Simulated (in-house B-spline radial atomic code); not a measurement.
Inner levels of ytterbium as electrons are removed. A shift is the extra binding of the orbital against the neutral atom ([Xe] 4f14 6s2). The density at the nucleus is averaged over the nuclear charge. Computed with a B-spline radial code for spherical atoms: Dirac-Hartree-Fock, average of the configuration, finite nuclei.

```
  ion  configuration  shift of 2p3/2 (eV)  shift of 2s1/2 (eV)  shift of 2p1/2 (eV)  radius of 2p3/2 (bohr)  radius of 2s1/2 (bohr)  radius of 2p1/2 (bohr)  Σ<r²> (bohr²)  change of density at nucleus (bohr⁻³)
Yb50+       [Ar] 3d2              3202.03               3192.7              3217.46                0.075411                0.081996                0.068164        0.50138                                -1437.1
Yb51+       [Ar] 3d1              3363.76              3353.66              3380.73                0.075321                0.081923                0.068096        0.45983                                -900.78
Yb52+   [Ne] 3s2 3p6              3527.57              3516.65              3546.13                0.075229                0.081848                0.068027        0.41954                                -353.67
Yb53+   [Ne] 3s2 3p5              3681.32              3669.26              3702.42                0.075217                0.081764                0.068017        0.37112                                   8.09
Yb54+   [Ne] 3s2 3p4              3836.51              3823.26              3860.21                0.075128                0.081678                0.067945        0.32368                                 372.53
Yb55+   [Ne] 3s2 3p3              3993.12              3978.64              4019.48                0.075038                0.081591                0.067872         0.2772                                 739.55
Yb56+   [Ne] 3s2 3p2              4151.16              4135.41              4180.23                0.074947                0.081503                0.067797        0.23167                                1109.05
Yb57+   [Ne] 3s2 3p1              4310.62              4293.55              4342.46                0.074854                0.081414                0.067721        0.18705                                1480.99
Yb58+       [Ne] 3s2               4471.5              4453.07              4506.17                0.074759                0.081323                0.067644        0.14333                                1855.25
Yb59+       [Ne] 3s1              4629.21              4604.13              4666.51                0.074674                0.081321                0.067573       0.098764                                 -12937
Yb60+   [He] 2s2 2p6               4788.1              4756.28              4828.08                0.074587                0.081267                0.067502       0.054943                               -28038.1
```
